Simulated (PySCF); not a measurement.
ClH₆NSi₃, SMILES Cl[SiH]1[SiH2]N[SiH2]1. Atoms are numbered in the order given.

```xyz
11

Cl     2.4064     0.3941     0.0000
Si     0.6448    -0.7101     0.0000
Si    -1.0470     0.0472    -1.4499
N     -1.9804     0.3888     0.0000
Si    -1.0470     0.0472     1.4499
H      1.0005    -2.1585     0.0000
H     -1.6989    -0.9526    -2.3557
H     -0.7163     1.2519    -2.2746
H     -2.9269     0.7593     0.0000
H     -0.7163     1.2519     2.2746
H     -1.6989    -0.9526     2.3557
```

Geometry optimised at PBE0-D3(BJ)/def2-SVP. This is a generated structure with no PubChem entry under its InChIKey; it may be hypothetical.

Calculation: PBE0-D3(BJ)/def2-SVP run with PySCF.

Frequencies are harmonic and unscaled.

```csv
mode,ν (cm⁻¹),IR (km/mol),Raman (Å⁴/amu),depolarisation,moving atoms (share of kinetic energy)
1,63,0.2,0.4,0.67,"N 41 %, Cl 22 %, H 19 %, Si 19 %"
2,126,1.0,4.2,0.75,"Si 55 %, Cl 32 %, H 13 %"
3,145,1.2,1.4,0.56,"Si 38 %, H 28 %, Cl 21 %, N 13 %"
4,334,0.7,6.7,0.63,"Si 65 %, N 16 %, H 11 %, Cl 9 %"
5,405,0.2,14.0,0.75,"Si 62 %, H 38 %"
6,410,10.3,24.2,0.06,"Si 58 %, H 25 %, Cl 13 %"
7,459,4.9,3.0,0.75,"H 63 %, Si 36 %"
8,466,63.4,5.4,0.24,"H 80 %, Si 16 %"
9,502,39.1,20.6,0.64,"H 71 %, Si 26 %"
10,576,59.6,5.4,0.60,"Si 57 %, Cl 30 %, H 12 %"
11,619,20.1,9.0,0.75,"H 85 %, Si 14 %"
12,686,0.2,6.7,0.75,H 93 %
13,698,59.5,10.5,0.49,"H 65 %, N 24 %, Si 12 %"
14,705,35.1,10.0,0.32,"H 52 %, N 32 %, Si 16 %"
15,722,18.6,15.5,0.75,"H 79 %, Si 17 %"
16,770,141.2,8.8,0.55,"H 89 %, Si 10 %"
17,862,123.6,5.2,0.75,"N 41 %, H 40 %, Si 19 %"
18,891,271.7,4.6,0.43,"H 61 %, Si 21 %, N 19 %"
19,964,237.1,0.1,0.75,H 96 %
20,996,10.3,31.5,0.75,H 90 %
21,1129,104.8,0.7,0.75,"H 68 %, N 30 %"
22,2201,204.8,108.2,0.75,H 97 %
23,2204,189.5,133.1,0.22,H 96 %
24,2208,73.8,170.8,0.75,H 96 %
25,2213,79.0,353.4,0.09,H 97 %
26,2238,95.6,220.7,0.17,H 97 %
27,3622,42.5,209.9,0.30,H 93 %
```
